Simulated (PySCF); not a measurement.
C$_{4}$H$_{6}$O (SMILES CC1=CCO1), singlet, geometry from GFN2-xTB. Base run: CCSD(T)/def2-SVP (PySCF).

The PySCF input:
```python
from pyscf import gto, scf, cc

mol = gto.M(
    atom='''
C     1.89220437   -0.00750394   -0.14222881
C     0.41896340   -0.09370374   -0.07917622
C    -0.57202078   -0.91914544   -0.43436278
C    -1.53191376    0.07635709    0.15155847
O    -0.38553319    0.88752287    0.48798788
H     2.19108896    0.88056737   -0.69765491
H     2.30515830    0.07226135    0.86256338
H     2.29036772   -0.89285445   -0.63001465
H    -0.67679462   -1.86528358   -0.91687070
H    -2.19251385    0.59580521   -0.54215068
H    -2.07644031   -0.22670273    1.04548061
''',
    basis='def2-svp',
    verbose=4,
    max_memory=1800,
)

mf = scf.RHF(mol)
mf.kernel()

mycc = cc.CCSD(mf, frozen=5)
mycc.kernel()
et = mycc.ccsd_t()
print('E(CCSD(T)) = %.10f' % (mycc.e_tot + et))
```

### Question
The base was run again with changes. Order these runs by total energy, lowest first: method = mp2 | method = ccsd | method = cisd.

### Answer
method = ccsd (ΔE vs base (mEh) 26.102), method = mp2 (ΔE vs base (mEh) 69.097), method = cisd (ΔE vs base (mEh) 150.5)
